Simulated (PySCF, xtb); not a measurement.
naphthalene (C₁₀H₈), SMILES c1cc2c(cccc2)cc1.

GFN2-xTB run with xtb at its own geometry gives an orbital gap of 3.25 eV and a dipole moment of 0.00 D.

Geometry: r2SCAN-D4/def2-SVP.

What does PySCF with PBE/def2-SVP give? (The exact figures need the calculation; the answer reports its results.)

gap 3.43 eV (levels -5.39 and -1.97 eV), dipole 0.00 D.
